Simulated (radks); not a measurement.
Values are calculated unless marked as measured or tabulated.
Coulomb parameter of the 4d shell of the silver ion Ag+ in the model configuration [Kr] 4d9 5p1, as a second difference U = [E(n + 1) + E(n - 1) - 2 E(n)] / (1)^2 with all orbitals relaxed. "Bare": the charge of the atom changes with n. "Screened": the 5p shell takes up the change at fixed total charge, which measures U(4d,4d) + U(5p,5p) - 2 U(4d,5p). Code: a radial shooting solver on a logarithmic mesh with Libxc functionals. Model: scalar-relativistic Kohn-Sham, PBE, spin-unpolarised, spherical densities, finite nucleus; Fermi nuclear charge, rms radius 4.5454 fm.

| case | configuration | E - E(n) (eV) |
|---|---|---|
| start | [Kr] 4d9 5p1 | 0.000 |
| bare +1 | [Kr] 4d10 5p1 | -14.836 |
| bare -1 | [Kr] 4d8 5p1 | 27.347 |
| screened +1 | [Kr] 4d10 | -10.945 |
| screened -1 | [Kr] 4d8 5p2 | 14.405 |

U(bare) = 12.511 eV, U(screened by 5p) = 3.461 eV, against the Slater integral F0(4d,4d) = 18.716 eV with frozen orbitals.
